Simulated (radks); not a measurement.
Species: neutral dysprosium. Configuration: [Xe] 4f10 6s1 6p1 (not the ground configuration).

Method: scalar-relativistic Kohn-Sham, PBEsol, spin-unpolarised, spherical densities, point nucleus; computed with a radial shooting solver on a logarithmic mesh with Libxc functionals.

Energy parts (eV):
| part | energy |
|---|---|
| total | -330703.86 |
| kinetic | 356793.47 |
| electron-nucleus | -809363.28 |
| Hartree | 128911.71 |
| exchange-correlation | -7045.77 |

Orbitals (lengths in bohr, moments of r in powers of bohr; <r^-3> diverges for s and p1/2):
orbital  occ.  eigenvalue (eV)   <1/r>  <r^-3>
1s          2        -53642.48   74.56       -
2s          2        -8934.200   17.32       -
2p          6        -7927.919   16.09   12800
3s          2        -1989.527   6.374       -
3p          6        -1680.676   5.974    2723
3d         10        -1283.496   5.667   364.6
4s          2        -394.3790   2.689       -
4p          6        -292.7076   2.465   610.9
4d         10        -154.3214   2.173   68.40
5s          2         -50.4520   1.018       -
5p          6         -26.8542  0.8457   76.83
4f         10          -4.5909   1.553   8.982
6s          1          -4.5553  0.3124       -
6p          1          -1.7897  0.2207   4.034

The highest occupied level is 6p at -1.790 eV. Summed over all electrons, <r^2> = 93.26 bohr^2, which gives a Langevin (diamagnetic) susceptibility term of -73.9 x 10^-6 cm^3/mol. The density falls to 0.001 e/bohr^3 at r = 5.32 bohr.
